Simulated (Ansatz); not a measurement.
Geometry optimisation, RKS BHLYP/def2-SVP (Ansatz).

Input:

```yaml
crystal:
  periodic: [false, false, false]
  atoms:
    - { symbol: Sn, position_ang: [0.0, 0.0, 0.0] }
    - { symbol: Cl, position_ang: [0.0, 0.0, 2.41] }
    - { symbol: Cl, position_ang: [2.2726, 0.0, -0.8025] }
    - { symbol: Cl, position_ang: [-1.1351, 1.9666, -0.8025] }
    - { symbol: O, position_ang: [-0.9232, -1.5994, -0.6527] }
    - { symbol: H, position_ang: [-1.3778, -2.065, 0.1197] }
basis:
  gaussian: { orbitals: def2-SVP }
hamiltonian:
  xc: { name: BHLYP }
relax:
  f_tol: 0.02
  max_steps: 40
output:
  orbitals: {}
```

Launched with:

```bash
$ ansatz run input.yaml --threads 2 --pin off --max-ram 3072MiB --backend cpu --events-out ev --progress --plain --runs-dir out
```

**Question.** Where does it end, and by what steps?

**Answer.** The run converged. After 4 steps the energy has fallen by 0.274 eV; Cl3 moved furthest, 0.10 Å.

```
step  energy less start (eV)  largest force component (eV/Å)  accepted
   0                  0.0000                           2.050       yes
   1                 -0.1801                           1.079       yes
   2                 -0.2725                           0.120       yes
   3                 -0.2735                           0.041       yes
   4                 -0.2737                           0.008       yes
```

```xyz
6
Properties=species:S:1:pos:R:3
Sn 0.004 0.020 0.014
Cl -0.002 0.023 2.336
Cl 2.174 -0.004 -0.780
Cl -1.077 1.910 -0.767
O -0.915 -1.574 -0.612
H -1.349 -2.072 0.081
```

Run time: 17 s on 2 threads of Arm Neoverse V2 (shared host), peak memory 0.25 GiB.
